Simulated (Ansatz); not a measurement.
A structure relaxed at PBE0-D4/def2-TZVP in Ansatz, charge 1, singlet:

```csv
atom,x (Å),y (Å),z (Å)
As1,0.372,-0.449,-1.205
Te2,-0.168,-1.105,1.104
Te3,-0.204,1.554,0.102
```

(1) Give its formula and point group.

(2) Summarise the bond lengths by kind (pairs closer than 1.2 times the sum of covalent radii, bridged metal pairs left out).

## Answers

(1) the cluster Te₂As⁺ (the lowest singlet isomer of a short search). Point group C2v (tolerance 0.1 Å).

(2) 2 × As–Te 2.46 Å; 1 × Te–Te 2.84 Å.

In the def2 sets Te takes a core potential; there is no spin–orbit coupling. The structure comes from a short search, and lower isomers may exist.
